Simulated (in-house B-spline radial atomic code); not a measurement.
Ionisation energies along the 3-electron series, configuration [He] 2s1, as differences of self-consistent energies. NIST's values go from ground level to ground level; the uncertainty of those that are theory runs from under 0.1 % in few-electron ions to several per cent in heavy many-electron ones. Computed with a B-spline radial code for spherical atoms: non-relativistic Hartree-Fock, average of the configuration, point nuclei.

```
  ion  configuration after  ionisation energy (eV)  IE/(q+1)² (eV)  -ε less Coulomb ΔSCF (eV)  tabulated value (eV)    tabulated kind  computed minus tabulated (eV)
   Li                  1s2                     5.3          5.3419                 0.00030203              5.391715          measured                            0.0
  Be+                  1s2                    18.1          4.5313                  0.0013829              18.21115          measured                           -0.1
  B2+                  1s2                    37.8          4.2019                  0.0025986              37.93059          measured                           -0.1
  C3+                  1s2                    64.4           4.022                  0.0036746              64.49352          measured                           -0.1
  N4+                  1s2                    97.7          3.9083                   0.004575               97.8901          measured                           -0.2
  O5+                  1s2                   137.9          3.8299                  0.0053215              138.1189    semi-empirical                           -0.2
  F6+                  1s2                   184.9          3.7726                  0.0059435              185.1868          measured                           -0.3
 Ne7+                  1s2                   238.6          3.7288                  0.0064666               239.097    semi-empirical                           -0.5
 Mg9+                  1s2                   366.6          3.6663                  0.0072928               367.489  tabulated theory                           -0.9
Al10+                  1s2                   440.8          3.6433                  0.0076236               442.005  tabulated theory                           -1.2
Si11+                  1s2                   521.8          3.6239                  0.0079127               523.415  tabulated theory                           -1.6
 P12+                  1s2                   609.7          3.6074                  0.0081675               611.741  tabulated theory                           -2.1
 S13+                  1s2                   704.3          3.5932                  0.0083935               706.994  tabulated theory                           -2.7
Cl14+                  1s2                   805.7          3.5808                  0.0085953               809.198  tabulated theory                           -3.5
Ar15+                  1s2                   913.9          3.5699                  0.0087766               918.375  tabulated theory                           -4.5
 K16+                  1s2                  1028.9          3.5603                  0.0089402              1034.542  tabulated theory                           -5.6
Ca17+                  1s2                  1150.8          3.5517                  0.0090888              1157.726  tabulated theory                           -7.0
Sc18+                  1s2                  1279.4           3.544                  0.0092241              1287.957  tabulated theory                           -8.6
Ti19+                  1s2                  1414.8          3.5371                  0.0093479              1425.257  tabulated theory                          -10.4
 V20+                  1s2                  1557.1          3.5307                  0.0094616              1569.656  tabulated theory                          -12.6
Cr21+                  1s2                  1706.1           3.525                  0.0095663              1721.183  tabulated theory                          -15.1
```

(1) How far is this level of theory from the measured and semi-empirical values?

Answers

(1) Over those 8 rows the differences run from -0.453 to -0.0498 eV (mean absolute value 0.2 eV). The calculation leaves out relativity, correlation and, in open shells, the multiplet splittings that an average leaves out.
